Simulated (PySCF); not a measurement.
Be(Cl)(OH) (BeClHO), SMILES [Cl][Be][OH].

Coordinates come from a PBE0-D3(BJ)/def2-TZVP optimisation. One conformer was computed; it need not be the lowest.

Method: HF/def2-TZVPD (PySCF).

Symmetry labels are those of the subgroup Cs that the program uses (full group Cs).

Computed valence orbital energies around the gap with their symmetry:
```json
[
 {"orbital": "HOMO−7", "symmetry": "A'", "energy (eV)": "-36.05"},
 {"orbital": "HOMO−6", "symmetry": "A'", "energy (eV)": "-29.34"},
 {"orbital": "HOMO−5", "symmetry": "A'", "energy (eV)": "-19.39"},
 {"orbital": "HOMO−4", "symmetry": "A'", "energy (eV)": "-14.74"},
 {"orbital": "HOMO−3", "symmetry": "A'", "energy (eV)": "-14.63"},
 {"orbital": "HOMO−2", "symmetry": "A\"", "energy (eV)": "-14.18"},
 {"orbital": "HOMO−1", "symmetry": "A'", "energy (eV)": "-12.71"},
 {"orbital": "HOMO", "symmetry": "A\"", "energy (eV)": "-12.65"},
 {"orbital": "LUMO", "symmetry": "A'", "energy (eV)": "0.93"},
 {"orbital": "LUMO+1", "symmetry": "A'", "energy (eV)": "1.57"},
 {"orbital": "LUMO+2", "symmetry": "A\"", "energy (eV)": "1.61"},
 {"orbital": "LUMO+3", "symmetry": "A'", "energy (eV)": "1.79"}
]
```
